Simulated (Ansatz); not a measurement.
Isolated molecules relaxed with PBE0-D4/def2-TZVP in Ansatz; ΔE leaves out vibrations. CCSD(T)/CBS adds triple-zeta CCSD(T) − MP2 to the extrapolated MP2 energy (def2 sets, frozen cores). This one scheme is used for every species. DFT in def2-TZVPP. B3LYP here is the variant with VWN-RPA as its local correlation; programs differ in this. Each species was taken in one conformer, which may not be the lowest.

`C[Si@H](O)[Si@H](O)F` + HCl → `C[SiH](O)Cl` + `O[SiH2]F`  (cleavage of the Si–Si bond)

`C[Si@H](O)[Si@H](O)F`:

```xyz
13

C     0.127    0.470   -2.086
Si   -0.717    0.240   -0.446
O    -0.937    1.726    0.248
Si    0.529   -1.016    1.105
O     0.205   -0.235    2.518
F     2.105   -0.943    0.799
H     1.122    0.899   -1.957
H     0.227   -0.487   -2.604
H    -0.459    1.140   -2.720
H    -2.027   -0.449   -0.654
H    -0.920    1.742    1.208
H     0.244   -2.471    1.245
H     0.503   -0.616    3.345
```

HCl:

```xyz
2

Cl   -0.089   -0.282   -0.567
H     0.089    0.282    0.567
```

`C[SiH](O)Cl`:

```xyz
9

C    -0.912   -0.158   -0.745
Si    0.422    0.467    0.377
O     1.790   -0.430    0.317
Cl   -0.332    0.465    2.300
H    -1.790    0.491   -0.692
H    -0.557   -0.178   -1.779
H    -1.222   -1.168   -0.465
H     0.843    1.846    0.059
H     1.758   -1.335    0.629
```

`O[SiH2]F`:

```xyz
6

O     0.314   -1.229   -0.108
Si    0.095    0.377    0.063
F    -0.927    0.691    1.248
H    -0.395   -1.759   -0.473
H     1.409    0.939    0.426
H    -0.495    0.981   -1.155
```

CCSD(T)/CBS gives -133.5 kJ/mol.

(1) Another level gave -127.7 kJ/mol. Which?
A. LC-ωPBE/def2-TZVPP
B. B3LYP/def2-TZVPP
C. revPBE-D4/def2-TZVPP
D. B2PLYP/def2-TZVPP

Largest T1 diagnostic among the species: 0.012.

## Answers

(1) A. LC-ωPBE -127.7, B3LYP -132.8, revPBE-D4 -112.8, B2PLYP -136.9 kJ/mol.

At CCSD(T), def2-SVP lies +6.7 kJ/mol from the extrapolated value and def2-TZVPP +2.2 kJ/mol. The D4 term adds +6.0 kJ/mol with B3LYP and +3.8 kJ/mol with PBE0; it sums over pairs of atoms, weighted by their polarisabilities, and B3LYP, whose exchange is more repulsive, gets the larger term.
